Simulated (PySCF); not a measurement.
## Spin states of BSb⁺

Unrestricted PBE0; PySCF, scalar-relativistic core potentials, basis sets B cc-pVDZ, Sb cc-pVDZ-PP with ECP28. Outer shells of the fragments: B+ 2s2; Sb 4d10 5s2 5p3.

Followed along the bond (rough minima from three points):

```json
{"2Ms+1": "4", "unpaired": "σ ↑, π ↑↑", "⟨S²⟩ at the start": "3.76", "R at minimum (Å)": "2.19", "Te (eV)": "0.00"}
{"2Ms+1": "2", "unpaired": "σ ↓, π ↑↑", "⟨S²⟩ at the start": "1.77", "R at minimum (Å)": "2.20", "Te (eV)": "0.33"}
{"2Ms+1": "2", "unpaired": "σ ↑, π ↑↓", "⟨S²⟩ at the start": "1.76", "R at minimum (Å)": "2.19", "Te (eV)": "0.43"}
{"2Ms+1": "2", "unpaired": "σ ↑", "⟨S²⟩ at the start": "0.79", "R at minimum (Å)": "2.19", "Te (eV)": "1.17"}
{"2Ms+1": "2", "unpaired": "π ↑", "⟨S²⟩ at the start": "1.13", "R at minimum (Å)": "2.04", "Te (eV)": "1.31"}
```

Solutions found at the starting distance of 2.280 Å, counted from the lowest of them; the search is not exhaustive and high or unbound solutions are not listed, so other states can lie among these:

| 2Ms+1 | unpaired | term | E (eV) | ⟨S²⟩ | ⟨Lz²⟩ | μ (D) |
| --- | --- | --- | --- | --- | --- | --- |
| 4 | σ ↑, π ↑↑ | ⁴Σ⁻ | 0.00 | 3.76 | 0.00 | -2.41 |
| 2 | σ ↓, π ↑↑ | mixed | 0.31 | 1.77 | 0.00 | -2.52 |
| 2 | σ ↑, π ↑↓ | mixed | 0.42 | 1.76 | 2.01 | -2.34 |
| 2 | σ ↑ | mixed | 1.16 | 0.79 | 2.00 | -2.07 |
| 2 | π ↑ | mixed | 1.53 | 1.13 | 1.02 | -2.78 |
| 2 | π ↑ | ²Π | 1.78 | 0.75 | 1.00 | -0.25 |

A term symbol is given only where ⟨S²⟩ and ⟨Lz²⟩ are close to those of a pure state; real π, δ and φ orbitals otherwise mix terms. A positive dipole points towards Sb; it is taken about the centre of mass and depends on that origin.

Spin–orbit coupling is left out.
